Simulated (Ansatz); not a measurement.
This geometry of BClFH + ClH (6 atoms, charge 0, multiplicity 1) is a first-order saddle point.

Method: Ansatz, RKS BLYP/def2-SVP.

```xyz
6
Properties=species:S:1:pos:R:3
B -0.064 -0.231 0.065
H -0.101 0.208 1.327
F 1.147 -0.045 -0.468
Cl -1.541 0.272 -0.792
Cl -0.182 -2.270 0.730
H -0.122 -0.833 1.428
```

(1) Which two structures does it join? (They come from a converged band through this point; their orientation in space is the band's.)

(2) How far does it lie above each of them?

Results:

(1) Bonds broken: B1–H2, Cl5–H6. Bonds formed: B1–Cl5, H2–H6. BClFH + ClH becomes BCl2F + H2.

First end point:

```xyz
6
Properties=species:S:1:pos:R:3
B -0.049 0.450 -0.181
H -0.079 0.700 0.999
F 1.103 0.167 -0.772
Cl -1.516 0.541 -1.160
Cl -0.208 -2.724 1.153
H -0.113 -2.034 2.251
```

Last end point:

```xyz
6
Properties=species:S:1:pos:R:3
B -0.096 -0.604 -0.778
H -0.054 0.209 2.809
F 1.099 -0.037 -0.868
Cl -1.525 0.327 -1.226
Cl -0.213 -2.275 -0.220
H -0.074 -0.520 2.573
```

(2) 0.98 eV above the first and 1.58 eV above the second. This is the barrier of this one path; another mechanism may lie lower. The orbitals stay closed-shell, which can raise the energy where a bond breaks towards radicals; this wasn't checked here.

Time of the run: 8.1 min on 1 thread of Arm Neoverse V2, on a shared host, peak memory 0.11 GiB.
